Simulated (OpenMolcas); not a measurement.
**What dynamic correlation does to the levels of Hf I**

```json
{
  "Program": "OpenMolcas 26.06",
  "Basis": "ANO-RCC-VQZP [9s8p6d4f3g2h]",
  "Scalar Hamiltonian": "DKH2, point nucleus",
  "Active space": "4 electrons in 11 orbitals (5d 6s 6d)",
  "State averaging": "2S+1 = 3 even, 35 roots (30 in the spin-orbit step); 2S+1 = 5 even, 10 roots kept (CI in the orbitals of an earlier block); 2S+1 = 1 even, 14 roots kept (CI in the orbitals of an earlier block)",
  "Spin-orbit coupling": "RASSI with atomic mean-field integrals over the reference wave functions, term energies averaged over their components"
}
```

Methods on the same reference wave functions:
A. CASSCF
B. SS-CASPT2, IPEA 0.25 Eh, imaginary shift 0.1 Eh (closed shells correlated: 5s 5p)

Energies in cm⁻¹ above 5d² 6s² ³F₂, the measured ground level; measured values from NIST Handbook of Basic Atomic Spectroscopic Data.

```tsv
Level	A	B	Measured
5d² 6s² ³F₂	0.0	0.0	0.0
5d² 6s² ³F₃	2610	2700	2357
5d² 6s² ³P₀	5006	5890	5522
5d² 6s² ³F₄	5146	5190	4568
5d² 6s² ³P₁	5614	6510	6573
5d³ 6s ⁵F₁	9642	13640	
5d³ 6s ⁵F₂	10244	14250	
5d³ 6s ⁵F₃	11119	15110	
5d² 6s² ¹G₄	11978	10980	10533
5d³ 6s ⁵F₄	12238	16170	
5d³ 6s ⁵F₅	13506	17350
```

Deviations, from unrounded energies. A percentage is the sum of absolute deviations over the sum of measured energies, with the sign that they share, or ± where signs differ.

```json
{"Against measurement": "mean absolute deviation (cm-1)", "Levels": "5", "A": "750", "B": "370"}
{"Against measurement": "fine structure of the ground term (%)", "Levels": "2", "A": "+12.0", "B": "+14.0"}
{"Against measurement": "other terms of the ground configuration (%)", "Levels": "3", "A": "±12.9", "B": "±3.9"}
```

B lies closest to measurement on these levels. The largest miss of B in the table is 5d² 6s² ³F₄, by +620 cm-1. The ranking rests on the paired levels alone, and a cruder setting can come out closer through cancelling errors.

From A to B the spin-free energies of the other terms of 5d² 6s² shown, above ³F, scale by factors of 0.86 to 1.27.

The lowest spin-free term lies below A's lowest term by 0.299 hartree in B.

CASPT2 does not keep the components of a term degenerate, so their means are used; among the terms shown or strongly mixed into the levels shown the widest spread is 610 cm-1 (5d² 6s² ¹G, B). Some high roots are left out of the spin-orbit mixing, which shifts the levels that they would mix with. Terms from blocks run as CI alone lack orbitals of their own. Active for correlation alone: 6d; no level in the range computed is led by a configuration that fills it, so any true level of that kind is missing. Without dynamic correlation excited terms often stand tens of per cent too high (terms of higher spin than the ground term too low), and those without a measured partner can miss by more than the paired ones (holds for A). Measured partners are found by configuration, term and J. A level has none where our copy of the source lacks it or the pairing is in doubt (some pairs that miss far off the trend of their configuration count as doubtful), and it then counts in no deviation. Levels of configurations outside the active space are missing. Levels that lie high or do not pair safely by name in every column are left out.
